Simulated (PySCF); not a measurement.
A structure optimised at B3LYP-D3(BJ)/def2-SVP, used in a PySCF frequency run:

```xyz
8

B      0.7630    -1.0364     0.0000
C      0.0462     0.4074     0.0000
F      0.3708     1.1312    -1.0876
F      0.3708     1.1312     1.0876
F     -1.3106     0.2794     0.0000
H      1.9600    -1.1294     0.0000
O      0.0020    -2.1342     0.0000
H     -0.9483    -1.9349     0.0000
```

Problem. Write its SMILES, formula and point group.

Solution. OBC(F)(F)F, CH2BF3O, Cs

Problem. What are its rotational constants (standard atomic weights)?

Solution. 5.3829, 2.7119, 2.6549 GHz
